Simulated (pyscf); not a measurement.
Single points on ωB97X-D3(BJ)/def2-SVP structures (PySCF, gas phase).

### Question
What is the homolytic dissociation enthalpy (298 K, ωB97M-D3(BJ)/def2-TZVP) of the Br–Sn bond of HO–Sn(OH)(OH)–Br (SMILES [OH][Sn]([OH])([OH])[Br]), to HO–Sn•(OH)–OH + Br•?

### Answer
Br–Sn to HO–Sn•(OH)–OH + Br•: 3.24 eV. The 7 functionals that were run give +3.14 (B3LYP-D3(BJ)) to +3.63 eV (ωB97X-D3(BJ)/def2-TZVP). Other isomers of HO–Sn•(OH)–OH were not searched in full and may lie lower. Left out: the spin-orbit lowering of Br, which is large for Br, Se, Te and I. Elements up to Kr have no core potential and no relativistic terms here. Elements past Kr carry the def2 core potentials, without spin-orbit coupling.
